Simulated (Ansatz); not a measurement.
benzene (C₆H₆), singlet, at a GFN2-xTB geometry; Ansatz (a quantum-chemistry and plane-wave program) with B3LYP/cc-pVDZ.

Ansatz was given this input:
Ansatz 0.2 input:
```yaml
crystal:
  periodic: [false, false, false]
  atoms:
    - {symbol: C, position_ang: [-0.00073149, 1.38454572, 0.01022132]}
    - {symbol: C, position_ang: [1.19871869, 0.69290639, 0.00510756]}
    - {symbol: C, position_ang: [1.19945018, -0.69163933, -0.00511376]}
    - {symbol: C, position_ang: [0.00073149, -1.38454572, -0.01022132]}
    - {symbol: C, position_ang: [-1.19871869, -0.69290639, -0.00510756]}
    - {symbol: C, position_ang: [-1.19945018, 0.69163933, 0.00511376]}
    - {symbol: H, position_ang: [-0.00130232, 2.46498215, 0.01819757]}
    - {symbol: H, position_ang: [2.13414417, 1.23361899, 0.00909327]}
    - {symbol: H, position_ang: [2.13544649, -1.23136316, -0.00910430]}
    - {symbol: H, position_ang: [0.00130232, -2.46498215, -0.01819757]}
    - {symbol: H, position_ang: [-2.13414417, -1.23361899, -0.00909327]}
    - {symbol: H, position_ang: [-2.13544649, 1.23136316, 0.00910430]}
basis:
  gaussian:
    orbitals: cc-pVDZ
hamiltonian:
  xc: b3lyp
scf: {lower_state_search: off}
```

Q: What does Ansatz print? Leave out banner, timings and long lists.

A: 
```
Functional definition: B3LYP
these checks for a lower state are left out or cut short: stability, starts, cluster_reference, orbital_swaps, neighbouring_geometries, increment
1428 factors; their error is unknown
mean field evaluation 1: about -6312.5766 eV, gradient 5.2e1 eV
mean field evaluation 2: about -6310.7839 eV, gradient 6.1e1 eV
mean field evaluation 4: about -6320.1808 eV, gradient 5.3e-1 eV
mean field evaluation 8: about -6320.1487 eV, gradient 3.4e-3 eV
mean field evaluation 16: about -6320.1487 eV, gradient 1.1e-6 eV
mean field -6320.14869617 eV, -232.2611806337 hartree, gradient 1.1e-6 eV, S^2 0.000000; 0 other end points of the search recorded, 0 dependent functions left out
reference -6320.14890783 eV, -232.2611884120 hartree; 21, 21 occupied and 93, 93 virtual orbitals, 1428 factors
Total energy: -6320.14890783 eV, -232.2611884120 hartree
Checks for a lower state left out: stability, starts, cluster_reference, orbital_swaps, neighbouring_geometries, increment
```
